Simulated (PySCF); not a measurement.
Method: PySCF with PBE-D3(BJ)/def2-TZVP // B3LYP-D3(BJ)/def2-TZVP. Gas-phase values, no solvent. One relaxed conformer stands for a flexible species; it need not be the lowest. 

Reference species (SMILES): `C=CN=C` (C–C–N–C torsion 180°) (neutral, multiplicity 1).

| Quantity | Result |
|---|---|
| LUMO | -2.26 eV |
| HOMO–LUMO gap | 3.84 eV |
| HOMO | -6.10 eV |

Changed species: `C=C=CN`.

Problem. Predict the effect on the LUMO, HOMO–LUMO gap and HOMO.

Solution. the LUMO goes up by 1.39 eV, to -0.87 eV; the HOMO–LUMO gap rises by 0.14 eV, to 3.98 eV; the HOMO goes up by 1.25 eV, to -4.85 eV.
